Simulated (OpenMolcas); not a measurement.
**Mo4+: moving the ligands**

Mo4+ with 6 ligands (fluoride) in octahedral coordination (Oh) at 1.96 Å. A charge of +0.333 e stands 2.8 Å behind each ligand. Ligand basis ANO-RCC-VDZP.
```
Mo    0.0000    0.0000    0.0000
F     1.9600    0.0000    0.0000
F     0.0000    1.9600    0.0000
F    -1.9600    0.0000    0.0000
F     0.0000   -1.9600    0.0000
F     0.0000    0.0000    1.9600
F     0.0000    0.0000   -1.9600
```

```yaml
Program: OpenMolcas
Method: "SS-CASPT2, IPEA 0.25 Eh, imaginary shift 0.1 Eh (closed shells correlated: 4s 4p and the ligand valence shells)"
Basis: ANO-RCC-VTZP [7s6p4d2f1g]
Scalar_Hamiltonian: DKH2, point nucleus
Active_space: 2 electrons in 5 orbitals (4d)
State_averaging: 2S+1 = 3 even, 10 roots; 2S+1 = 1 even, 15 roots
Spin-orbit_coupling: state interaction with AMFI integrals over the reference wave functions
```

Runs around this geometry, states (labels of O, the rotations of Oh). Energies in cm-1 above the lowest state or level, χT in cm3 K/mol; under a threefold ground state the first gap can be a small split of the lowest multiplet, not the spin-orbit step; 10Dq and B are least-squares fits to the states below 45000 cm-1, weighted by degeneracy, with a free offset, and given where the rms deviation is under 5 % of |10Dq| (or 100 cm-1) and under 700 cm-1.

```tsv
R (Å)	Ground state	First state of that spin	10Dq	B (rms of fit)	First gap with spin-orbit (degeneracies)	χT at 300 K	First state of another spin
1.87	3T1	3T2 35940	37245	576 (105)	25 (2, 3)	0.398	1T2 7610
1.96	3T1	3T2 29810	30574	574 (285)	31 (2, 3)	0.379	1T2 7740
2.09	3T1	3T2 23050	23833	574 (248)	43 (2, 3)	0.353	1T2 7880
```

Taking |10Dq| as R^-n, n = -ln(23833 / 37245) / ln(2.09 / 1.87) = 4.0 between the shortest and longest distance. The point-charge formula for a cubic d site gives n = 5.

Roots that are degenerate in the reference are averaged as groups; the widest CASPT2 spread within a group is 740 cm-1 (the 3-fold group of multiplicity 1 near 37600 cm-1 above the lowest state of its run, R = 1.96). Shifts and gaps below about the spread of the groups concerned are not significant. Over all roots computed the reference weight is 0.70 to 0.71 in R = 1.87, 0.70 to 0.71 in R = 1.96, 0.69 to 0.70 in R = 2.09; a low but even weight reflects the number of correlated electrons. An orbital triplet at a regular site is open to Jahn-Teller coupling, which can distort the site and quench the lowest spin-orbit gaps and is left out. Ligand-to-metal charge-transfer states are missing. With no ligand orbital active B as a rule stays too high, so bands that hang on it stand too high and its fall with covalency is understated. With one d shell and no ligand orbital active, 10Dq can be off by a tenth or more. The least metal-like active orbital is 77 % on the metal (Löwdin) and no ligand orbital is active, so the numbers are rough (holds for R = 1.87). The least metal-like active orbital is 79 % on the metal (Löwdin) and no ligand orbital is active, so the numbers are rough (holds for R = 1.96). The least metal-like active orbital is 81 % on the metal (Löwdin) and no ligand orbital is active, so the numbers are rough (holds for R = 2.09). No measured value stands beside these numbers; the geometry was imposed, not optimised, and the real ion may take another.
